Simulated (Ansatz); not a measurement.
C$_{2}$H$_{9}$AlO$_{4}$Si (SMILES [CH3][Al]([CH3])[O][Si](O)(O)O), singlet, geometry from GFN2-xTB (such geometries of metal compounds can be far from the true shape); MP2/STO-3G (Ansatz, an electronic-structure program).

The Ansatz input:
Ansatz 0.2 input:
```yaml
crystal:
  periodic: [false, false, false]
  atoms:
    - {symbol: Al, position_ang: [-0.08361096, 1.59059272, 0.93055930]}
    - {symbol: C, position_ang: [1.11752489, 3.02428199, 0.23274765]}
    - {symbol: H, position_ang: [2.16434657, 2.70498471, 0.24167730]}
    - {symbol: H, position_ang: [1.05563987, 3.95047062, 0.80606611]}
    - {symbol: H, position_ang: [0.88254577, 3.26911754, -0.80779408]}
    - {symbol: C, position_ang: [-1.34209611, 1.62721872, 2.47896089]}
    - {symbol: H, position_ang: [-2.36270423, 1.38378647, 2.16792379]}
    - {symbol: H, position_ang: [-1.37590383, 2.59633354, 2.97894984]}
    - {symbol: H, position_ang: [-1.06879980, 0.88199479, 3.23229515]}
    - {symbol: O, position_ang: [-0.02580329, 0.13964329, 0.09061247]}
    - {symbol: Si, position_ang: [0.06261606, -1.26432402, -0.73781197]}
    - {symbol: O, position_ang: [1.21961170, -2.20704706, -0.10619565]}
    - {symbol: O, position_ang: [0.41028313, -0.96727297, -2.29221237]}
    - {symbol: O, position_ang: [-1.34768025, -2.05822347, -0.66254550]}
    - {symbol: H, position_ang: [1.04529252, -2.63577188, 0.72586984]}
    - {symbol: H, position_ang: [1.26435372, -0.60037842, -2.49971675]}
    - {symbol: H, position_ang: [-2.09831567, -1.69350873, -1.12069751]}
basis:
  gaussian:
    orbitals: STO-3G
magnetization: {spin_polarized: false}
correlation: {method: mp2}
```

Output, abridged:

```
Functional definition: HF
738 factors; integrals over basis functions are off by at most 6.4e-5 eV
mean field evaluation 1: about -24491.0367 eV, gradient 3.7e1 eV
mean field evaluation 2: about -24491.2103 eV, gradient 3.7e1 eV
mean field evaluation 4: about -24496.0339 eV, gradient 2.0e0 eV
mean field evaluation 8: about -24496.0481 eV, gradient 1.6e-5 eV
mean field -24496.04809198 eV, -900.2131633627 hartree, gradient 1.2e-6 eV, S^2 0.000000; 0 other end points of the search recorded, 0 dependent functions left out
16 core orbitals not correlated
reference -24496.04809198 eV, -900.2131633627 hartree; 24, 24 occupied and 17, 17 virtual orbitals, 738 factors
second order -7.91954470 eV of doubles, -0.00000000 eV of singles
Total energy: -24503.96763668 eV, -900.5042012622 hartree
```
